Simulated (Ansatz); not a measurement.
Basis sets compared for Sn5H2. Total charge 0; singlet. Geometry PBE-D4/def2-SVP. Ansatz on 4 threads of Arm Neoverse V1 on a shared host; times are rough, and most runs start from earlier orbitals.

```csv
atom,x (Å),y (Å),z (Å)
Sn1,-1.876,0.783,0.207
Sn2,0.677,-1.065,-0.046
Sn3,0.763,1.535,-1.450
Sn4,0.742,1.912,1.343
Sn5,-0.938,-0.699,-2.419
H6,1.555,-1.688,1.318
H7,-0.923,-0.777,1.048
```

In the def2 sets Sn takes a core potential; there is no spin–orbit coupling. The restricted singlet is unstable towards broken spin symmetry in Hartree–Fock (as tested in another run); at PBE-D4/def2-SVP, PBE-D4/def2-TZVP, PBE0-D4/def2-SVP, PBE0-D4/def2-TZVP this wasn't settled. Another isomer (singlet) lies 0.15 eV lower at PBE0-D4/def2-TZVP; other spin states weren't run for this one.

Binding counts from free atoms (Sn triplet, H doublet) in the same basis, without a counterpoise term.

```json
{"level": "PBE-D4/def2-SVP", "functions": "140", "energy (Eh)": "-1072.8366", "HOMO (eV)": "-4.85", "LUMO (eV)": "-3.15", "binding per atom (eV)": "2.41", "wall time": "2.4 s"}
{"level": "PBE0-D4/def2-SVP", "functions": "140", "energy (Eh)": "-1072.8632", "HOMO (eV)": "-5.61", "LUMO (eV)": "-2.68", "binding per atom (eV)": "2.30", "wall time": "4.7 s"}
```

Q: Estimate the rows for PBE-D4/def2-TZVP (with forces), PBE0-D4/def2-TZVP.

A: 
| level | functions | energy (Eh) | HOMO (eV) | LUMO (eV) | binding per atom (eV) | wall time |
| --- | --- | --- | --- | --- | --- | --- |
| PBE-D4/def2-TZVP (with forces) | 262 | -1072.8703 | -4.85 | -3.17 | 2.43 | 6 s |
| PBE0-D4/def2-TZVP | 262 | -1072.8943 | -5.59 | -2.66 | 2.33 | 14 s |
